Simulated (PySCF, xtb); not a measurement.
Al(Cl)(GeH3)(H) (AlClGeH₄), SMILES [GeH3][AlH][Cl].

xtb 6.7.1 with GFN2-xTB at its own geometry gives an orbital gap of 4.30 eV and a dipole moment of 0.51 D.

Geometry: PBE0-D3(BJ)/def2-SVP.

Problem. What does HF/def2-TZVPD run with PySCF give? (An estimate is asked for; the answer gives what the named calculation found.)

Solution. gap 11.02 eV (levels -10.36 and 0.66 eV), dipole 1.42 D.
